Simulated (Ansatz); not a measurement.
An input meant for GaCl2(NH2) (GaNCl₂H₂) (charge 0, singlet).

```yaml
crystal:
  periodic: [false, false, false]
  atoms:
    - {symbol: Ga, position_ang: [0.362086, 0.619791, 0.011275]}
    - {symbol: Cl, position_ang: [2.468975, 0.637979, 0.345385]}
    - {symbol: Cl, position_ang: [-0.651656, 2.472740, -0.288468]}
    - {symbol: N, position_ang: [-0.540742, -0.923076, -0.009441]}
    - {symbol: H, position_ang: [-1.537007, -0.981769, -0.174685]}
    - {symbol: H, position_ang: [-0.101656, -1.825656, 0.115934]}
basis:
  gaussian: {orbitals: def2-mTZVPP, nuclear_model: gaussian}
magnetization: {spin_polarized: true, initial_magnetization: 1}
hamiltonian: {xc: {name: RPBE}}
scf: {lower_state_search: light}
```

```sh
$ ansatz run in.yaml --threads 4 --pin off --events-out ev --progress --plain --max-ram 3916MiB
```

Output, abridged:

```
Error: a molecule whose nuclei and cores have a total charge of 74 cannot have a net charge of 0 together with 1 unpaired electrons
```

Task: Something in this input is off. What?

Result: The number of unpaired electrons doesn't fit the electron count. The program refused the input.
